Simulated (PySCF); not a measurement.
Coordinates in bohr (charge 0 multiplicity 1):
```
Te    0.2923    0.0000   -0.4135
S    -3.9241    0.0000   -0.1890
F     0.5601    0.0000    3.1333
F     4.0486    0.0000    0.0114
```

These are results of PBE0 in PySCF with Te def2-TZVP with ECP28, S def2-TZVP, F def2-TZVP; scalar-relativistic core potentials, no spin–orbit coupling; density-fitted integrals, not measurements.

This geometry of TeSF2 is a stationary point at this level.

(1) What is the point group?

(2) Is it a minimum?

(3) List the harmonic modes with their infrared intensities.

(4) What are the dipole moment and the gap between the highest occupied and lowest empty levels?

Results:

(1) Cs.

(2) No: it has 1 imaginary mode, at 193i cm⁻¹ (a'').

(3) 
```tsv
symmetry	ω (cm⁻¹)	IR (km/mol)	type
a''	193i	–	bend
a'	167	10.5	bend
a'	308	8.3	bend
a'	457	17.4	stretch
a'	495	174	stretch
a'	633	91.5	stretch
```

(4) 2.81 D and 2.86 eV.

Only a few start shapes were tried, so a lower isomer may exist. At this level a singlet minimum of Cs symmetry lies 163 kJ/mol below this structure.
